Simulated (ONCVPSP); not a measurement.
**carbon (C): one change to an ONCV potential, before and after**

* Element: C (Z = 6)
* Generator: ONCVPSP 4.0.1
* Type: optimised norm-conserving Vanderbilt (ONCV)
* Functional: PBE
* Relativity: non-relativistic
* Frozen core: [He]
* Valence charge: 4
* Reference configuration: 2s2 2p2
* Partial waves: 2s: rc 1.30 bohr, ncon 4, nbas 7, qcut 5.6 1/bohr, 2 projectors, debl 1.7 Ha; 2p: rc 1.95 bohr, ncon 4, nbas 8, qcut 6.3 1/bohr, 2 projectors, debl 1.4 Ha
* Local potential: polynomial inside 1.05 bohr (lpopt 3, dvloc0 0 Ha)
* Core correction: Teter function, fcfact 4.75, rcfact 1.3

All-electron outer shells of the reference configuration (PBE, non-relativistic, ld1.x):

| shell | level (eV) | outermost node (bohr) | outermost maximum (bohr) |
| --- | --- | --- | --- |
| 1s | -273.26 | – | 0.17 |
| 2s | -13.74 | 0.38 | 1.22 |
| 2p | -5.29 | – | 1.20 |

Change: s: qcut 6.7; p: qcut 7.5.

Cutoffs: the cutoffs (Ha) at which the residual kinetic energy of the hardest occupied pseudo-wave falls to 1 and 0.1 mHa per electron; they do not see the model core or the augmentation charge, which bear on the density cutoff. Errors are all-electron minus pseudo energies relative to the spin-unpolarised reference configuration.

Task: How do hardness, ghosts and transferability respond?

Result: The potential gets neither clearly harder nor softer (16 Ha and 60 Ha → 17 Ha and 23 Ha); the s channel sets the loose cutoff, while the largest relative change is in p, which becomes harder; of the 4 tests that both files solve, the error grows in 0 and shrinks in 4 by more than 15 % and 0.3 meV (median size 174.8 → 132.9 meV); neither file shows a bound ghost.

| quantity | base | changed |
| --- | --- | --- |
| cutoff, loose | 16 Ha | 17 Ha |
| cutoff, tight | 60 Ha | 23 Ha |
| loose cutoff by channel | s 16 Ha, p 14 Ha | s 17 Ha, p 16 Ha |
| bound ghosts | none | none |
| GHOST(+) flags under 300 eV | none | none |
| error for 2s2 2p1, meV [ΔE 10.86 eV] | +34 | +25 |
| error for 2s2 2p0, meV [ΔE 35.02 eV] | +316 | +241 |
| error for 2s1 2p0, meV [ΔE 83.20 eV] | +669 | +550 |
| error for 2s2 2p1.5, meV [ΔE 3.96 eV] | +5.0 | +3.6 |
| s: phases at 1.32 bohr within 0.05 rad from the reference energy up to (Ha; the scan ends near 5) | to the end of the scan | to the end of the scan |
| p: phases at 1.98 bohr within 0.05 rad from the reference energy up to (Ha; the scan ends near 5) | to the end of the scan | to the end of the scan |
| rms error of d²Exc/dni dnj with the model core, mHa | 2.06 | 2.03 |
